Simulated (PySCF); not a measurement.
Work out the structure from these simulated measurements.

Formula: C8H7F.

- Triplet: lowest triplet excitation (Tamm–Dancoff): 3.54 eV [TDA CAM-B3LYP/def2-SVPD]
- 13C NMR: chemical shifts (computed TMS as zero) by class: 164.3 (1 C), 112.5 (1 C), 99.2 (1 C), 86.0 (1 C), 80.9 (1 C), 75.3 (1 C), 21.4 (1 C), 5.6 (1 C) ppm [GIAO PBE0/pcSseg-1]
- UV, first state: lowest singlet excitation: 5.68 eV (218 nm, f = 0.050) [TDDFT CAM-B3LYP/def2-SVPD]
- UV, strongest line: among the 8 lowest singlet transitions: S2 at 5.71 eV (217 nm, f = 0.224) [TDDFT CAM-B3LYP/def2-SVPD]
- Rotational structure: rotational constants A, B, C: 1.820, 1.088, 0.727 GHz [GFN2-xTB]
- 1H NMR: chemical shifts (computed TMS as zero) by class: 7.19 (1 H), 3.19 (2 H), 2.22 (3 H), 1.38 (1 H) ppm [GIAO PBE0/pcSseg-1]
- Polarisability: 94.5 au [CAM-B3LYP/def2-SVPD]
- NMR, other nuclei: isotropic shieldings of nuclei other than C and H, by class: 288 (1 F) ppm [GIAO PBE0/pcSseg-1]
- Dipole: 2.11 D [CAM-B3LYP/def2-SVPD]

The electronic properties come from PySCF, for the isolated species, density fitting. Levels stand in brackets. The structure is a single GFN2-xTB conformer in the gas phase; no vibrational or solvent corrections. GFN2-xTB frequencies show an imaginary mode (24i cm⁻¹), so this geometry is no minimum at that level. Each NMR value is the plain mean over a class of atoms that symmetry, rotation or inversion makes alike.

Q: Propose a structure and show how it fits.

A: Numbering: `[CH:1]#[C:2][CH2:3]/[C:4]([C:5]#[C:6][CH3:7])=[CH:8]\[F:9]`. Its formula, C8H7F, gives 5 degrees of unsaturation: 0 rings and 5 π bonds in the structure found. 8 carbons fall into 8 classes; from least to most shielded: vinylic C–F carbon [C8] (164.3 ppm), fully substituted alkene carbon [C4] (112.5 ppm), alkyne carbon [C6] (99.2 ppm), alkyne carbon [C2] (86.0 ppm), alkyne carbon [C5] (80.9 ppm), terminal alkyne carbon [C1] (75.3 ppm), allylic carbon [C3] (21.4 ppm), propargylic carbon [C7] (5.6 ppm). Hydrogen classes from least to most shielded: 1 H on a vinylic C–F carbon, C8 (7.19 ppm), 2 H on an allylic carbon, C3 (3.19 ppm, a mean of values up to 0.9 ppm apart in this geometry), 3 H on a propargylic carbon, C7 (2.22 ppm), 1 H on a terminal alkyne carbon, C1 (1.38 ppm). The other shieldings belong to: 288 ppm, vinyl fluorine [F9]. The optimised geometry has point group C1 and is an asymmetric top. Structure: `C#CC/C(C#CC)=C\F`. Computed isomers that give other values at the same levels: `C=Cc1ccc(F)cc1` (lowest singlet excitation: 4.95 eV (250 nm, f = 0.130)); `C=Cc1cccc(F)c1` (13C chemical shifts (computed TMS as zero) by class: 173.6 (1 C), 144.3 (1 C), 143.9 (1 C), 135.9 (1 C), 131.1 (1 C), 121.1 (1 C), 120.3 (1 C), 114.7 (1 C) ppm); `F[C@@]12[C@H]3C=C[C@@H]1[C@@H]2C=C3` (13C chemical shifts (computed TMS as zero) by class: 138.8 (2 C), 124.0 (2 C), 114.9 (1 C), 59.6 (1 C), 50.1 (2 C) ppm). The assignments are read from this structure; whether some other isomer fits the data as well wasn't checked.

The values belong to the conformer `[CH:1]#[C:2][CH2:3]/[C:4]([C:5]#[C:6][CH3:7])=[CH:8]\[F:9]`: C2–C3–C4–C5 65°.
